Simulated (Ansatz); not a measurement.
An input for doublet GeTe+

The species is GeTe+ (2 atoms), meant as a doublet with charge +1. SMILES of the parent species: `[Ge][Te]`. The bond length is the one measured for the parent species. That shape belongs to the parent species and isn't relaxed for this state.

```xyz
2

Ge    0.0000    0.0000    0.0000
Te    0.0000    0.0000    2.3402
```

Settings wanted:

```yaml
basis_set: STO-3G
core_potential: none
task: energy
method: DFT
functional: PBE0
dispersion: none
reference: UKS
accuracy: high
```

Problem. Give an Ansatz 0.2.0 job that does this.

Solution. This one ran through:

molecule.yaml:
```yaml
crystal:
  periodic: [false, false, false]
  atoms:
    - {symbol: Ge, position_ang: [0.000000, 0.000000, 0.000000]}
    - {symbol: Te, position_ang: [0.000000, 0.000000, 2.340165]}
basis:
  gaussian:
    orbitals: STO-3G
total_charge: 1
magnetization:
  spin_polarized: true
  initial_magnetization: 1
hamiltonian:
  xc: {name: PBE0}
accuracy: high
```

```bash
$ ansatz run molecule.yaml --threads 1 --pin off --max-ram 2610MiB --events-out events.jsonl --progress --plain --runs-dir runs
```

Calculated total energy: -8601.52908 Eh. This may not be the lowest SCF solution. The run is non-relativistic.
